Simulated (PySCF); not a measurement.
NMR data simulated for an unnamed compound:

¹H NMR (400 MHz, computed): δ 6.49 (m, 2H), 6.17 (m, 2H), 2.89 (m, 2H), 2.48 (m, 2H).

¹³C{¹H} NMR (computed): δ 136.0 (CH), 135.4 (CH), 32.7 (CH2).

Method: coordinates at the GFN2-xTB level, NMR shieldings at PBE0/pcSseg-1/GIAO, in PySCF 2.14.0 with density-fitted response routines (averaged over atoms made equivalent by symmetry, fast rotation or ring inversion, non-relativistic Hamiltonian, gas phase, a single conformation).

Scale: ¹H and ¹³C vs TMS (reference shieldings calculated alike).

Question: Which of these does the molecule contain: a C≡C triple bond, a CH3CH2 unit, a carboxylic acid, a non-aromatic C=C double bond?

Answer: 
- A C≡C triple bond: no.
- A CH3CH2 unit: no.
- A carboxylic acid: no.
- A non-aromatic C=C double bond: yes.

The data belong to `PP1C=CCC=C1`, C$_{5}$H$_{8}$P$_{2}$; they needn't prove each group on their own.

Carbon signals by region: 2 in the sp2 and nitrile region (100–160 ppm), 1 below 50 ppm.

Splittings by ³¹P in the carbon and heteronuclear signals aren't shown, as no couplings were computed. Shifts are as computed. Against solution values, carbons near 30 ppm lie about +3 ppm off and those near 130 ppm about +5 ppm. Of 1211 compounds with measured shifts, 218 miss one by over three times the rms of a fit or turn the order of signals round; such compounds aren't used in these exercises. Multiplicities follow the n + 1 count of equivalent neighbours, as no J values were calculated; m marks all less simple cases, F and P coupling included.
